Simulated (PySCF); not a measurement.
# Excitation energy of Zn by level of theory

Zn [Ar] 3d10 4s2 (1S) → Zn [Ar] 3d10 4s1 4p1 (3P), as a difference of total energies. Computed with PySCF 2.14 in aug-cc-pwCVTZ-DK (10s9p7d4f3g, 127 functions), with the spin-free X2C one-electron Hamiltonian (Gaussian nucleus). Correlated levels: valence: [Ar] frozen; valence and next inner shell: [Ne] frozen; nothing frozen. The calculations carry no spin-orbit coupling.

| method | excitation energy (cm⁻¹) |
| --- | --- |
| UHF | 21938 |
| LDA | 36184 |
| PBE | 34228 |
| PBE0 | 31709 |
| r2SCAN | 31798 |
| B2PLYP | 33555 |
| r2SCANh | 31215 |
| revPBE | 33360 |
| MP2 (valence) | 31485 |
| SCS-MP2 (valence) | 32323 |
| MP2 (valence and next inner shell) | 32040 |
| SCS-MP2 (valence and next inner shell) | 32686 |
| MP2 (all electrons) | 32032 |
| SCS-MP2 (all electrons) | 32682 |

Errors of the correlated levels include the incompleteness of this basis and the frozen core.

For comparison: 32696 cm⁻¹ (measured; NIST levels, between the centres of gravity of the two terms).
